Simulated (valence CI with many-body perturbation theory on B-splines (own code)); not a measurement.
**Forbidden lines of La XXXVII**

Method: valence CI with perturbative core correlation (CI+MBPT): three valence electrons over a frozen Dirac-Fock core [Ar], radial functions for each j: 9 s, 9 p, 10 d, 8 f, 5 g, 3 h, 1 i, with the one-electron correlation potential Σ1 (screened to all orders), the two-electron term Σ2, the three-electron term Σ3, Breit, model QED; selected single and double excitations, second order for the rest (own B-spline code, finite nucleus).

The last digits are not significant, and no measured levels were compared; by estimate large intervals hold to a few tenths of a per cent, small ones and those within an open d or f shell to about a per cent. Only levels of the ground parity were solved; by the run's estimate the other parity begins above the list, which can be wrong where configurations are misplaced.

Lines 1 to 50 of 66 in falling wavelength, among levels below 673980 cm⁻¹, chosen from the decays that carry over 1 % of a level's rate. Wavelengths and rates use the calculated energies. S is in atomic units (e²a₀⁴ for E2 and M2, e²a₀⁶ for E3), for M1 in squared Bohr magnetons. Weak lines are less certain than strong ones. Lines between different terms over intervals too small for the method are left out, as are lines whose strength nearly cancels. The highest levels of a list are the least certain.

Levels are named by their leading jj configuration (3d3/2^4 stands for four electrons in 3d with j = 3/2), which in mixed levels can hold well under half, so a name can repeat and another be missing. Letters in brackets count levels of one name in rising energy.

```tsv
λ vac (Å)	Upper	Lower	Type	A (s⁻¹)	S (a.u.)
8828	(3d3/2^2 3d5/2) J=9/2	(3d3/2^2 3d5/2) J=7/2	M1	1.48e+01	3.77e+00
3824	(3d3/2^2 3d5/2) J=1/2	(3d3/2^2 3d5/2) J=3/2	M1	4.22e+02	1.75e+00
2264	(3d3/2^2 3d5/2) J=3/2	(3d3/2^2 3d5/2) J=5/2 [a]	M1	8.55e+02	1.47e+00
1999	(3d3/2^2 3d5/2) J=7/2	(3d3/2^2 3d5/2) J=5/2 [a]	M1	2.64e+03	6.27e+00
1706	(3d3/2 3d5/2^2) J=11/2	(3d3/2 3d5/2^2) J=9/2	M1	1.15e+03	2.53e+00
1479	(3d3/2 3d5/2^2) J=5/2 [b]	(3d3/2 3d5/2^2) J=3/2 [a]	M1	1.72e+03	1.24e+00
1056	(3d3/2 3d5/2^2) J=5/2 [a]	(3d3/2 3d5/2^2) J=7/2 [a]	M1	2.42e+03	6.35e-01
997.7	(3d5/2^3) J=3/2	(3d3/2 3d5/2^2) J=3/2 [b]	M1	3.44e+03	5.07e-01
935.3	(3d3/2 3d5/2^2) J=5/2 [a]	(3d3/2^2 3d5/2) J=5/2 [b]	M1	2.54e+03	4.62e-01
861.3	(3d5/2^3) J=9/2	(3d3/2 3d5/2^2) J=11/2	M1	4.47e+03	1.06e+00
835.5	(3d3/2^2 3d5/2) J=5/2 [b]	(3d3/2^2 3d5/2) J=7/2	M1	1.72e+03	2.23e-01
806.6	(3d3/2^2 3d5/2) J=5/2 [a]	(3d3/2^3) J=3/2	M1	5.57e+04	6.50e+00
796.5	(3d3/2^2 3d5/2) J=5/2 [b]	(3d3/2^2 3d5/2) J=3/2	M1	1.39e+04	1.56e+00
779.4	(3d3/2 3d5/2^2) J=5/2 [b]	(3d3/2^2 3d5/2) J=5/2 [b]	M1	2.67e+04	2.81e+00
757.9	(3d3/2 3d5/2^2) J=7/2 [a]	(3d3/2^2 3d5/2) J=7/2	M1	2.46e+04	3.17e+00
748.3	(3d3/2 3d5/2^2) J=7/2 [b]	(3d3/2 3d5/2^2) J=7/2 [a]	M1	4.62e+03	5.74e-01
723.2	(3d3/2 3d5/2^2) J=3/2 [b]	(3d3/2 3d5/2^2) J=1/2	M1	1.68e+04	9.45e-01
720.3	(3d3/2 3d5/2^2) J=9/2	(3d3/2^2 3d5/2) J=9/2	M1	4.39e+04	6.08e+00
712.9	(3d5/2^3) J=5/2	(3d3/2 3d5/2^2) J=3/2 [b]	M1	5.88e+03	4.74e-01
685.5	(3d3/2 3d5/2^2) J=7/2 [b]	(3d3/2^2 3d5/2) J=5/2 [b]	M1	2.80e+03	2.68e-01
666.0	(3d3/2 3d5/2^2) J=9/2	(3d3/2^2 3d5/2) J=7/2	M1	2.93e+04	3.21e+00
651.7	(3d3/2 3d5/2^2) J=3/2 [b]	(3d3/2 3d5/2^2) J=3/2 [a]	M1	2.83e+04	1.16e+00
624.7	(3d3/2 3d5/2^2) J=3/2 [a]	(3d3/2^2 3d5/2) J=1/2	M1	1.79e+04	6.48e-01
594.7	(3d3/2^2 3d5/2) J=3/2	(3d3/2^3) J=3/2	M1	5.27e+04	1.64e+00
589.2	(3d3/2^2 3d5/2) J=5/2 [b]	(3d3/2^2 3d5/2) J=5/2 [a]	M1	3.02e+03	1.38e-01
572.4	(3d5/2^3) J=9/2	(3d3/2 3d5/2^2) J=9/2	M1	7.08e+04	4.92e+00
570.7	(3d3/2 3d5/2^2) J=1/2	(3d3/2^2 3d5/2) J=1/2	M1	1.02e+05	1.40e+00
549.6	(3d3/2 3d5/2^2) J=7/2 [a]	(3d3/2^2 3d5/2) J=5/2 [a]	M1	1.03e+05	5.06e+00
537.0	(3d3/2 3d5/2^2) J=3/2 [a]	(3d3/2^2 3d5/2) J=3/2	M1	1.06e+05	2.42e+00
518.3	(3d5/2^3) J=9/2	(3d3/2 3d5/2^2) J=7/2 [a]	M1	9.27e+04	4.79e+00
514.7	(3d3/2^2 3d5/2) J=1/2	(3d3/2^3) J=3/2	M1	1.87e+04	1.89e-01
506.5	(3d3/2 3d5/2^2) J=11/2	(3d3/2^2 3d5/2) J=9/2	M1	3.23e+04	1.87e+00
496.6	(3d3/2 3d5/2^2) J=1/2	(3d3/2^2 3d5/2) J=3/2	M1	4.47e+03	4.06e-02
482.1	(3d5/2^3) J=3/2	(3d3/2 3d5/2^2) J=5/2 [a]	M1	7.79e+04	1.29e+00
479.6	(3d5/2^3) J=5/2	(3d3/2 3d5/2^2) J=7/2 [b]	M1	3.07e+04	7.54e-01
467.0	(3d3/2 3d5/2^2) J=3/2 [b]	(3d3/2^2 3d5/2) J=5/2 [b]	M1	6.23e+04	9.41e-01
442.3	(3d5/2^3) J=5/2	(3d3/2 3d5/2^2) J=5/2 [b]	M1	7.94e+04	1.53e+00
441.3	(3d3/2 3d5/2^2) J=5/2 [a]	(3d3/2^2 3d5/2) J=7/2	M1	1.64e+04	3.13e-01
434.0	(3d3/2 3d5/2^2) J=3/2 [a]	(3d3/2^2 3d5/2) J=5/2 [a]	M1	5.82e+04	7.05e-01
430.2	(3d3/2 3d5/2^2) J=5/2 [a]	(3d3/2^2 3d5/2) J=3/2	M1	4.08e+04	7.22e-01
419.3	(3d5/2^3) J=3/2	(3d3/2 3d5/2^2) J=1/2	M1	2.77e+04	3.02e-01
404.1	(3d5/2^3) J=5/2	(3d3/2 3d5/2^2) J=5/2 [a]	M1	2.36e+04	3.47e-01
403.2	(3d3/2 3d5/2^2) J=5/2 [b]	(3d3/2^2 3d5/2) J=7/2	M1	2.55e+04	3.72e-01
394.2	(3d5/2^3) J=3/2	(3d3/2 3d5/2^2) J=3/2 [a]	M1	4.80e+04	4.36e-01
393.9	(3d3/2 3d5/2^2) J=5/2 [b]	(3d3/2^2 3d5/2) J=3/2	M1	5.45e+03	7.41e-02
393.3	(3d3/2 3d5/2^2) J=7/2 [b]	(3d3/2^2 3d5/2) J=9/2	M1	2.14e+04	3.85e-01
376.6	(3d3/2 3d5/2^2) J=7/2 [b]	(3d3/2^2 3d5/2) J=7/2	M1	1.53e+04	2.42e-01
361.5	(3d3/2 3d5/2^2) J=5/2 [a]	(3d3/2^2 3d5/2) J=5/2 [a]	M1	9.49e+03	9.97e-02
340.5	(3d3/2^2 3d5/2) J=5/2 [b]	(3d3/2^3) J=3/2	M1	5.90e+03	5.19e-02
340.5	(3d5/2^3) J=5/2	(3d3/2 3d5/2^2) J=3/2 [a]	M1	8.39e+04	7.37e-01
```
